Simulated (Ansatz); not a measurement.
Gas-phase electronic energies from Ansatz, PBE0-D4/def2-TZVP geometries. CBS: MP2 limit from def2 TZ/QZ plus the TZ coupled-cluster correction, frozen cores. DFT in def2-TZVPP. Elements past krypton have def2 core potentials. For I outer-core shells are correlated without core-valence functions, which leaves a few kJ/mol of doubt a bond. One conformer a species, not always the lowest.

Consider the substitution at a C–I bond: `N=C([SiH3])I` + `[SiH3]S` → `N=C([SiH3])S[SiH3]` + HI.

`N=C([SiH3])I`:

Z-matrix (Å, degrees):
```
Si
C 1 1.891
H 1 1.481 2 108.6
H 1 1.488 2 107.2 3 -119.7
H 1 1.481 2 108.6 3 120.5
I 2 2.149 1 111.3 3 -60.3
N 2 1.248 1 131.0 3 119.7
H 7 1.023 2 111.7 1 0.0
```

`[SiH3]S`:

Z-matrix (Å, degrees):
```
Si
S 1 2.137
H 1 1.485 2 111.6
H 1 1.485 2 111.6 3 -122.0
H 1 1.482 2 104.8 3 119.0
H 2 1.344 1 94.7 3 60.9
```

`N=C([SiH3])S[SiH3]`:

Z-matrix (Å, degrees):
```
Si
C 1 1.894
H 1 1.485 2 108.9
H 1 1.487 2 109.0 3 -118.2
H 1 1.479 2 108.5 3 121.3
S 2 1.794 1 122.0 3 65.1
N 2 1.265 1 117.1 3 -110.9
Si 6 2.145 2 107.1 1 18.8
H 7 1.023 2 113.3 1 178.5
H 8 1.483 6 112.1 2 65.9
H 8 1.484 6 111.6 2 -57.6
H 8 1.483 6 102.7 2 -175.8
```

HI:

```xyz
2

I    -0.614   -0.498   -0.154
H     0.614    0.498    0.154
```

Is it downhill or uphill in electronic energy at CCSD(T)/CBS, and by how much? (Estimate.)

Computed: Nearly level: ΔE = +1.5 kJ/mol.

What do these levels give: ωB97M-V, PBE, PBE0, SCS-MP2/def2-TZVPP, CCSD(T)/def2-TZVPP, MP2/CBS(def2)? (Estimate.)

The calculation gave: ωB97M-V -2.6, PBE 1.5, PBE0 0.0, SCS-MP2/def2-TZVPP 3.2, CCSD(T)/def2-TZVPP -1.1, MP2/CBS(def2) 4.8 kJ/mol.

Largest T1 diagnostic among the species: 0.014.

The D4 term adds −7.5 kJ/mol with B3LYP and −4.5 kJ/mol with PBE0; it sums over pairs of atoms, weighted by their polarisabilities, and B3LYP, whose exchange is more repulsive, gets the larger term.

B3LYP here is the variant with VWN-RPA as its local correlation; programs differ in this.
